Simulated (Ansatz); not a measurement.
Program: Ansatz. Geometries: PBE0-D4/def2-TZVP. ΔE: electronic, gas phase. CBS: MP2 limit from def2 TZ/QZ plus the TZ coupled-cluster correction, frozen cores. This one scheme is used for every species. DFT in def2-TZVPP. Each species was taken in one conformer, which may not be the lowest.

Reaction (hydrogenolysis of the Al–Si bond): `C[SiH2][AlH][F]` + H₂ → `[F][AlH2]` + `C[SiH3]`

```tsv
level	ΔE (kJ/mol)
r2SCAN0	-20.4
RPA@PBE/def2-TZVPP	-25.5
CCSD(T)/def2-SVP	-30.6
MP2/def2-TZVPP	-24.8
```

(1) What does CCSD(T)/CBS give? (Estimate.)

Largest T1 diagnostic among the species: 0.012.

Answers

(1) Computed: -20.2 kJ/mol. The listed levels differ from it by -0.2, -5.3, -10.4, -4.6 kJ/mol.

From BLYP to BHLYP (50 % exact exchange), in def2-TZVPP and without D4, ΔE moves by −11.6 kJ/mol. At CCSD(T), def2-SVP lies −10.4 kJ/mol from the extrapolated value and def2-TZVPP −2.4 kJ/mol.
